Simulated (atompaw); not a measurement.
**PBE PAW (atompaw) dataset for V, scalar-relativistic all-electron reference.**

* Element: V (Z = 23)
* Generator: atompaw 4.2.0.5
* Type: PAW
* Functional: PBE
* Relativity: scalar-relativistic
* Frozen core: [Ar]
* Valence charge: 5
* Reference configuration: 3d4 4s1 4p0
* Partial waves: 4s (bound); 4s channel at 4 Ry; 4p (bound, empty); 4p channel at 4.95 Ry; 3d (bound); 3d channel at 0.7 Ry
* Local potential: troulliermartins scheme with l = 3 at 0 Ry, radius 2.90 bohr
* Core correction: smooth core density matched at 2.85 bohr
* Augmentation charge: sinc compensation charge, radius 2.30 bohr; PAW radius 3.00 bohr; waves and projectors: bloechl

Q: Estimate the cutoffs (Ry, on a coarse ladder) from which the occupation-weighted sum of valence levels, in a spherical-Bessel basis at the reference potential, stays within 10 and 1 mRy of its value at 400 Ry.

A: 18 Ry and 21 Ry.

Q: What does a ghost test show?

A: No extra level below or beside the all-electron valence levels (s, p, d, f tested).

Q: Is the overlap operator S = 1 + Σ q|β⟩⟨β| positive definite (Bessel basis up to 400 Ry)?

A: Yes: its lowest eigenvalue is 0.49 (s channel).

Q: Which valence shell sets the plane-wave cutoff?

A: 3d: its level needs 18 Ry to come within 1 mRy, against 6 Ry for 4s.
